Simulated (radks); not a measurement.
Ionisation of the magnesium ion Mg+, [Ne] 3s1, to [Ne] as the strength of local exchange is varied. Method: non-relativistic Kohn-Sham, Slater X-alpha exchange (alpha = 2/3 is LDA exchange), no correlation, spin-polarised, spherical densities, point nucleus; open shells are filled with parallel spins first; computed with a radial shooting solver on a logarithmic mesh with Libxc functionals.

alpha	E(Mg+) (hartree)	exchange (hartree)	IE (eV)	-e of the level emptied (eV)	<r> of it (bohr)
0.667	-198.01766	-14.41663	14.695	11.359 (3s)	2.798
0.706	-198.86208	-15.31295	14.987	11.680 (3s)	2.770
0.866	-202.35724	-19.05166	16.216	13.041 (3s)	2.662
1.031	-206.01350	-23.01059	17.533	14.516 (3s)	2.560
1.039	-206.19212	-23.20521	17.598	14.589 (3s)	2.555

NIST Atomic Spectra Database: 15.035 eV (measured). The Delta-SCF value meets it near alpha = 0.71.
